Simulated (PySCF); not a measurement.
**From computed data to an observable: chemical shift, span and skew from a shielding tensor**

Cl2H4OSi2, SMILES Cl[SiH2]O[SiH2]Cl. Atoms are numbered in the order given.

```xyz
9

Si     1.4265     0.6412     0.6697
Cl     2.0913    -0.4669    -0.9537
O      0.0000     0.0000     1.2128
Si    -1.4265    -0.6412     0.6697
Cl    -2.0913     0.4669    -0.9537
H      1.2286     2.0400     0.2250
H      2.4204     0.5317     1.7601
H     -2.4204    -0.5317     1.7601
H     -1.2286    -2.0400     0.2250
```
Charge 0, spin multiplicity 1.

Coordinates come from a B3LYP-D3(BJ)/def2-SVP optimisation. The values are those of a single conformer.

GIAO shieldings from PySCF with PBE/pcSseg-1, non-relativistic, no solvent. The symmetric part of the tensor of Si1 has the principal values 323.4, 347.1, 373.1 ppm. The same nucleus in TMS has σ = 335.4 ppm at this level (PySCF, at its B3LYP-D3(BJ)/def2-TZVP geometry). Without spin–orbit terms, shifts of atoms bonded to Cl or Br come out too high.

Problem. Work out the isotropic shielding, the ²⁹Si shift against TMS, the span and the skew.

Solution. 
σ(iso) = (σ11 + σ22 + σ33)/3 = 347.9 ppm. δ = σ(ref) − σ(iso) = 335.4 − (347.9) = -12.5 ppm.
Span Ω = σ33 − σ11 = 49.7 ppm. Skew κ = 3(σ(iso) − σ22)/Ω = 0.05. Tumbling in solution averages the tensor to δ; in a static solid the shielding alone would spread this spin-1/2 line over Ω.
